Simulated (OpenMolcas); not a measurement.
# Re5+: the spin-orbit constant, worked from levels

* Program: OpenMolcas 26.06
* Basis: ANO-RCC-VQZP [9s8p6d4f3g2h]
* Scalar Hamiltonian: DKH2, point nucleus
* Active space: 8 electrons in 8 orbitals (RAS1 5p, at most 2 holes; RAS2 5d)
* State averaging: 2S+1 = 3 even, 10 roots; 2S+1 = 1 even, 15 roots
* Spin-orbit coupling: RASSI with atomic mean-field integrals over the reference wave functions, term energies averaged over their components

Methods: RASSCF; SS-RASPT2, IPEA 0.25 Eh, imaginary shift 0.1 Eh (closed shells correlated: 5s).

**The spin-orbit constant.** For the Hund term ³F of d2, E(J) = (A/2) J(J+1) + constant and ζ = 2S·A = 2A. From J = 2 to J = 4 the energy changes by 7 A.

```tsv
Source	E(4) - E(2)	A	ζ
RASSCF	15376.7	2196.7	4393
SS-RASPT2	15322.0	2188.9	4378
```

All in cm-1. Both methods take the spin-orbit matrix elements from the reference wave functions, so the second can move ζ only through the term energies and any multistate remixing. Second-order mixing with other terms is absorbed into this ζ.

CASPT2 does not keep the components of a term degenerate, so their means are used; among the terms shown or strongly mixed into the levels shown the widest spread is 230 cm-1 (5d² ³F, SS-RASPT2). Active for correlation alone: 5p; no level in the range computed is led by a configuration that opens it, so any true level of that kind is missing. Without dynamic correlation excited terms often stand tens of per cent too high (terms of higher spin than the ground term too low), and those without a measured partner can miss by more than the paired ones (holds for RASSCF). Levels of configurations outside the active space are missing.
